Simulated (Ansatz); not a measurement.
Mulliken charges of ClH$_{5}$HfN$_{2}$O (`[NH2][Hf]([NH2])([OH])[Cl]`) from r2SCAN/def2-TZVPP in Ansatz (PBE0-D4/def2-TZVP geometry).

| atom | x (Å) | y (Å) | z (Å) | charge (e) |
| --- | --- | --- | --- | --- |
| N1 | 1.532 | 0.938 | -0.223 | -0.505 |
| Hf2 | -0.204 | -0.069 | -0.481 | 0.983 |
| N3 | -1.210 | 0.119 | 1.271 | -0.514 |
| O4 | 0.267 | -1.897 | -0.857 | -0.451 |
| Cl5 | -1.563 | 0.850 | -2.211 | -0.348 |
| H6 | 1.613 | 1.944 | -0.154 | 0.158 |
| H7 | 2.458 | 0.537 | -0.246 | 0.163 |
| H8 | -2.169 | -0.156 | 1.433 | 0.155 |
| H9 | -0.834 | 0.508 | 2.124 | 0.165 |
| H10 | 0.193 | -2.825 | -0.652 | 0.194 |

**Question.** By hand: the dipole of these point charges (1 e Å = 4.8032 D).

**Answer.** Σ q r = (0.290, -0.137, 0.524) e Å, of length 0.614 e Å = 2.95 D.

**Question.** How does the dipole of the full density compare? (Best estimate.)

**Answer.** Ansatz gave: (0.289, -0.241, 0.566) e Å, 3.26 D; the point charges give 0.90 times that, at 8° from its direction.

Point charges leave out the atoms' own dipoles, such as those of lone pairs, and Mulliken's split depends on the basis, so the close match here is no proof of good charges.
